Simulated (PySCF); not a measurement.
**Question.** What does the PBE0-D3(BJ)/def2-SVP structure of InChI=1S/C6H3F3OSe/c7-6(8,9)5(10)4-2-1-3-11-4/h1-3H look like in three dimensions?

**Answer.** 
```
atom  x, y, z in Å
O1    -1.740   -1.298   -1.140
C2    -1.377   -0.389   -0.435
C3     0.023   -0.128   -0.103
C4     1.055   -0.923   -0.556
C5     2.345   -0.524   -0.137
C6     2.357    0.596    0.657
Se7    0.671    1.271    0.957
C8    -2.439    0.562    0.162
F9    -3.652    0.218   -0.214
F10   -2.208    1.821   -0.229
F11   -2.381    0.541    1.499
H12    0.851   -1.789   -1.189
H13    3.256   -1.057   -0.416
H14    3.231    1.081    1.092
```

Any rigid rotation of these coordinates is as good. Atoms count from 1 in this order. The 5-membered ring C3–C4–C5–C6–Se7 has internal angles of 87.2° to 115.0°; it is planar, 0.00 Å rms from its mean plane, widest ring torsion 0°. Of the pairs four or more bonds apart, Se7···F10 is among the closest relative to their van der Waals radii: 3.16 Å, 94 % of the sum of Bondi's values. The C–F distances run from 1.316 Å (C8–F9, drawn single) to 1.338 Å (C8–F10, drawn single), a spread of 0.022 Å. The 2 C–Se bonds span 1.840 Å (C6–Se7, aromatic) to 1.871 Å (C3–Se7, aromatic), a spread of 0.031 Å.

Bonds between heavy atoms (Å): O1=C2 1.206, C2–C3 1.462, C3–C4 1.380, C4–C5 1.414, C5–C6 1.373, C6–Se7 1.840, C2–C8 1.546, C8–F9 1.316, C8–F10 1.338, C8–F11 1.338, C3–Se7 1.871.

Theory: PBE0-D3(BJ)/def2-SVP geometry optimisation, gas phase (PySCF).

Stationary, but not proved a minimum. The numbers are those of one conformer (O1–C2–C3–C4 -1°).

Time: 2.9 min wall, 6.9 min CPU; peak memory 1.0 GiB. Hardware: 2 threads of an Intel Xeon Platinum 8488C, shared host. This is the geometry optimisation.
